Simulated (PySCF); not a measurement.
Electronic structure of Rh (rhodium, neutral) at the M06-L level

Configuration: [Kr] 4d8 5s1, high-spin 4F determinant. Calculation: PySCF 2.14, in x2c-TZVPall; scalar relativity by spin-free X2C-1e.

```json
{
  "Total energy": "-4783.49 hartree",
  "One-electron energy": "-6595.70 hartree",
  "Hartree (Coulomb) energy": "1952.14 hartree",
  "Exchange-correlation energy": "-139.93 hartree",
  "⟨S²⟩": "3.7522",
  "⟨L²⟩": "12.015",
  "Sum of ⟨r⟩": "32.20 bohr",
  "Sum of ⟨r²⟩": "49.96 bohr²",
  "Langevin diamagnetic susceptibility": "-39.6 ×10⁻⁶ cm³/mol",
  "Time after the integrals": "3.4 s of wall time on 1 thread of Neoverse-V2 (shared host)"
}
```

```tsv
shell	electrons	mean orbital energy (eV)	spread (eV)	rms radius, mean of both spins (bohr)
1s α	1	-23042.3	0	0.0375
1s β	1	-23042.3	0	0.0375
2s α	1	-3357.8	0	0.154
2s β	1	-3357.4	0	0.154
2p α	3	-3005.7	0	0.137
2p β	3	-3005.4	0	0.137
3s α	1	-607.14	0	0.416
3s β	1	-606.98	0	0.416
3p α	3	-489.84	0	0.420
3p β	3	-489.66	0	0.420
3d α	5	-303.25	0.260	0.405
3d β	5	-302.94	0.059	0.405
4s α	1	-85.755	0	1.05
4s β	1	-83.318	0	1.05
4p α	3	-52.850	0	1.16
4p β	3	-50.389	0	1.16
4d α	5	-6.609	0.676	1.77
4d β	3	-5.234	0	1.77
5s α	1	-4.366	0	3.38
```

Densities and radii are taken from the X2C orbitals without a picture-change correction, which distorts them close to the nucleus.
